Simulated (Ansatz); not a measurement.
Species: C$_{3}$H$_{4}$Si, SMILES `C#C[SiH]=C` (charge 0, multiplicity 1).

**Question.** Give a relaxed geometry from PBE0-D3(BJ)/def2-TZVP (Ansatz, a quantum-chemistry and plane-wave program).

**Answer.** the end point of this relaxation (outside a Z-matrix the atoms follow the SMILES, hydrogens last).
Bonded distances (Å): C1–C2 1.207, C1–H5 1.066, C2–Si3 1.800, Si3–C4 1.697, Si3–H6 1.474, C4–H7 1.083, C4–H8 1.084. Bond angles (°): C2–C1–H5 179.6, C1–C2–Si3 178.7, C2–Si3–C4 123.1, C2–Si3–H6 113.3, C4–Si3–H6 123.6, Si3–C4–H7 122.4, Si3–C4–H8 121.4, H7–C4–H8 116.2.
